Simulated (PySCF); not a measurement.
SMILES Cc1cccc(-c2cccs2)c1 at its GFN2-xTB optimised geometry (Å):

```
22

C      3.5788    -1.1276     0.0120
C      2.1012    -1.3771    -0.0025
C      1.6084    -2.6778    -0.0016
C      0.2443    -2.9075    -0.0001
C     -0.6463    -1.8517     0.0006
C     -0.1769    -0.5367     0.0002
C     -1.0921     0.5870     0.0000
C     -2.4615     0.5870     0.0000
C     -3.0257     1.8777     0.0000
C     -2.0873     2.8586     0.0001
S     -0.4931     2.2242     0.0000
C      1.2028    -0.3242    -0.0012
H      4.0849    -1.7782    -0.6988
H      3.9828    -1.3378     1.0025
H      3.8019    -0.0930    -0.2356
H      2.2974    -3.5100    -0.0030
H     -0.1297    -3.9211    -0.0006
H     -1.7065    -2.0494     0.0006
H     -3.0584    -0.3068    -0.0001
H     -4.0849     2.0654     0.0000
H     -2.2292     3.9211     0.0001
H      1.5748     0.6911    -0.0022
```

Computed with PySCF with PBE/def2-SVP.

Map of the HOMO−1 amplitude (bohr^(-3/2)) on the plane z = 1.0 Å; orbital energy -6.00 eV, overall sign arbitrary:

```
|444444444444444444444444444|
|444444444444444444444444444|
|444444444444444444444444444|
|444444444444444444444444444|
|444444444444444444444444444|
|444444444445555444444444444|
|444444444455555544444444444|
|444444434456765544444444444|
|444443323468986554444444444|
|444443212468986544444444444|
|444443212356775544444444444|
|444443322345654444444444444|
|444444322345543323444444444|
|444444433345542112344554444|
|444444444455542001245655444|
|444444444556653100147865544|
|444444444567865310147975544|
|444444445568986422245665544|
|444444445567887543345555444|
|444444444556788644444444444|
|444444444555676554444444444|
|444444444455555554444444444|
|444444444444555544444444444|
|444444444444444444444444444|
|444444444444444444444444444|
|444444444444444444444444444|
|444444444444444444444444444|
```
Scale: ten equal steps from -0.071 (start of '0') to 0.077 (end of '9'), in the order '0123456789'; x runs from -6.50 to 6.50, y from -6.50 (bottom) to 6.50 (top).
